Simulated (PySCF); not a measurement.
## UHF on Pt (platinum, neutral)

Configuration: [Xe] 4f14 5d9 6p1, one real determinant (an excited configuration). All numbers are calculated (PySCF 2.14, the spin-free X2C one-electron Hamiltonian (Gaussian nucleus), in x2c-TZVPPall with one added diffuse shell each of s, p, d, f type (12s8p8d4f1g, 113 functions)).

```
Total energy                                                  : -18409.992128 hartree
One-electron energy                                           : -25246.6113 hartree
Hartree (Coulomb) energy                                      : 7192.4534 hartree
Exchange energy                                               : -355.8342 hartree
⟨S²⟩                                                          : 2.0023
⟨L²⟩                                                          : 8.223
Sum of ⟨r⟩                                                    : 47.30 bohr
Sum of ⟨r²⟩                                                   : 76.24 bohr²
Traceless quadrupole moment −½Σ⟨3z² − r²⟩ along its main axis : -10.8 e·bohr²
Langevin diamagnetic susceptibility                           : -60.4 ×10⁻⁶ cm³/mol
```

```json
{"shell": "1s α", "electrons": "1", "mean orbital energy (eV)": "-78822.9", "spread (eV)": "0", "rms radius, mean of both spins (bohr)": "0.0194"}
{"shell": "1s β", "electrons": "1", "mean orbital energy (eV)": "-78822.9", "spread (eV)": "0", "rms radius, mean of both spins (bohr)": "0.0194"}
{"shell": "2s α", "electrons": "1", "mean orbital energy (eV)": "-13997.3", "spread (eV)": "0", "rms radius, mean of both spins (bohr)": "0.0782"}
{"shell": "2s β", "electrons": "1", "mean orbital energy (eV)": "-13997.2", "spread (eV)": "0", "rms radius, mean of both spins (bohr)": "0.0782"}
{"shell": "2p α", "electrons": "3", "mean orbital energy (eV)": "-12177.3", "spread (eV)": "0.157", "rms radius, mean of both spins (bohr)": "0.0716"}
{"shell": "2p β", "electrons": "3", "mean orbital energy (eV)": "-12177.1", "spread (eV)": "0.008", "rms radius, mean of both spins (bohr)": "0.0716"}
{"shell": "3s α", "electrons": "1", "mean orbital energy (eV)": "-3357.0", "spread (eV)": "0", "rms radius, mean of both spins (bohr)": "0.199"}
{"shell": "3s β", "electrons": "1", "mean orbital energy (eV)": "-3357.0", "spread (eV)": "0", "rms radius, mean of both spins (bohr)": "0.199"}
{"shell": "3p α", "electrons": "3", "mean orbital energy (eV)": "-2815.9", "spread (eV)": "0.281", "rms radius, mean of both spins (bohr)": "0.202"}
{"shell": "3p β", "electrons": "3", "mean orbital energy (eV)": "-2815.9", "spread (eV)": "0.236", "rms radius, mean of both spins (bohr)": "0.202"}
{"shell": "3d α", "electrons": "5", "mean orbital energy (eV)": "-2203.4", "spread (eV)": "0.278", "rms radius, mean of both spins (bohr)": "0.185"}
{"shell": "3d β", "electrons": "5", "mean orbital energy (eV)": "-2203.3", "spread (eV)": "0.270", "rms radius, mean of both spins (bohr)": "0.185"}
{"shell": "4s α", "electrons": "1", "mean orbital energy (eV)": "-759.08", "spread (eV)": "0", "rms radius, mean of both spins (bohr)": "0.441"}
{"shell": "4s β", "electrons": "1", "mean orbital energy (eV)": "-758.92", "spread (eV)": "0", "rms radius, mean of both spins (bohr)": "0.441"}
{"shell": "4p α", "electrons": "3", "mean orbital energy (eV)": "-577.82", "spread (eV)": "0.541", "rms radius, mean of both spins (bohr)": "0.469"}
{"shell": "4p β", "electrons": "3", "mean orbital energy (eV)": "-577.65", "spread (eV)": "0.372", "rms radius, mean of both spins (bohr)": "0.469"}
{"shell": "4d α", "electrons": "5", "mean orbital energy (eV)": "-348.51", "spread (eV)": "0.631", "rms radius, mean of both spins (bohr)": "0.503"}
{"shell": "4d β", "electrons": "5", "mean orbital energy (eV)": "-348.27", "spread (eV)": "0.571", "rms radius, mean of both spins (bohr)": "0.503"}
{"shell": "5s α", "electrons": "1", "mean orbital energy (eV)": "-122.73", "spread (eV)": "0", "rms radius, mean of both spins (bohr)": "1.03"}
{"shell": "5s β", "electrons": "1", "mean orbital energy (eV)": "-121.45", "spread (eV)": "0", "rms radius, mean of both spins (bohr)": "1.03"}
{"shell": "4f α", "electrons": "7", "mean orbital energy (eV)": "-93.683", "spread (eV)": "0.664", "rms radius, mean of both spins (bohr)": "0.565"}
{"shell": "4f β", "electrons": "7", "mean orbital energy (eV)": "-93.525", "spread (eV)": "0.394", "rms radius, mean of both spins (bohr)": "0.565"}
{"shell": "5p α", "electrons": "3", "mean orbital energy (eV)": "-73.016", "spread (eV)": "1.193", "rms radius, mean of both spins (bohr)": "1.19"}
{"shell": "5p β", "electrons": "3", "mean orbital energy (eV)": "-71.174", "spread (eV)": "1.178", "rms radius, mean of both spins (bohr)": "1.19"}
{"shell": "5d α", "electrons": "5", "mean orbital energy (eV)": "-13.950", "spread (eV)": "1.446", "rms radius, mean of both spins (bohr)": "1.80"}
{"shell": "5d β", "electrons": "4", "mean orbital energy (eV)": "-13.043", "spread (eV)": "0.558", "rms radius, mean of both spins (bohr)": "1.80"}
{"shell": "6p α", "electrons": "1", "mean orbital energy (eV)": "-3.763", "spread (eV)": "0", "rms radius, mean of both spins (bohr)": "5.22"}
```

⟨L²⟩ = 8.22 against 12 for a pure F term, so this real determinant mixes terms. Spin-orbit coupling, absent here, splits the open shell strongly.

Densities and radii are taken from the X2C orbitals without a picture-change correction, which distorts them close to the nucleus.

Spin-orbit constants ζ (cm⁻¹) from the X2C one-electron operator on these orbitals: bare nucleus, nucleus screened by l(l+1)(2l+1)/3 electrons, and screened by the Breit-Pauli mean field of the electrons.

```tsv
shell	bare	screened nucleus	mean field
2p	8628000	8407000	n/a
3p	1916000	1867000	n/a
3d	297800	259600	n/a
4p	452600	441000	n/a
4d	61910	53980	n/a
4f	12110	7764	n/a
5p	68960	67190	n/a
5d	4979	4340	n/a
6p	2244	2187	n/a
```

To first order the Landé constant is A = -1082 cm⁻¹, so the lowest level has J = 4 and lies 0.403 eV below the centre of the term. This holds in LS coupling only.
